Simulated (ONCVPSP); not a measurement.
## Mg (Z = 12): variants of one ONCV potential

Base potential:

* Element: Mg
* Generator: ONCVPSP 4.0.1
* Type: optimised norm-conserving Vanderbilt (ONCV)
* Functional: PBE
* Relativity: scalar-relativistic
* Frozen core: [Ne]
* Valence charge: 2
* Reference configuration: 3s1 3p1
* Partial waves: 3s: rc 1.95 bohr, ncon 4, nbas 8, qcut 2.8 1/bohr, 2 projectors, debl 1.3 Ha; 3p: rc 3.05 bohr, ncon 4, nbas 8, qcut 2.7 1/bohr, 2 projectors, debl 2.4 Ha; d scattering state at 0.07 Ha: rc 2.95 bohr, ncon 5, nbas 9, qcut 3.3 1/bohr, 1 projector
* Local potential: polynomial inside 1.40 bohr (lpopt 3, dvloc0 0 Ha)
* Core correction: none

Cutoffs, loose and tight: the cutoffs (Ha) at which the residual kinetic energy of the hardest occupied pseudo-wave falls to 1 and 0.1 mHa per electron. They do not see the model core or the augmentation charge, which bear on the density cutoff. Test errors are all-electron minus pseudo excitation energies from the reference, over the configurations 3s2 3p0; 3s1 3p0; 3s1.5 3p0; 3s0 3p1. A dash means not determined; rows that change the core or the reference have their own tests.

For the base: The cutoffs count occupied waves only; projector 2 of the s channel, the hardest unoccupied one, needs 47 Ha at the loose tolerance.

| change | outcome | cutoff, loose | cutoff, tight | bound ghosts | GHOST(+) flags above zero | largest test error (meV) |
| --- | --- | --- | --- | --- | --- | --- |
| base | generated | 3.9 Ha | 11 Ha | none | s | +59 |
| p: rc 4.4 | generated | 3.9 Ha | 11 Ha | none | s | +61 |
| all radii scaled by about 0.85 (s 1.66, p 2.60, d 2.52 bohr); local potential polynomial inside 1.20 bohr (lpopt 3, dvloc0 0 Ha) | failed: optimize: ERROR ps0norm > uunorm, code will stop | – | – | – | – | – |
| d: ncon 3, nbas 7 | generated | 3.9 Ha | 11 Ha | none | s | +59 |
| local potential polynomial inside 1.25 bohr (lpopt 1, dvloc0 0 Ha) | generated | 3.9 Ha | 11 Ha | none | none | +59 |
| d: rc 2.86 | generated | 3.9 Ha | 11 Ha | none | s | +59 |
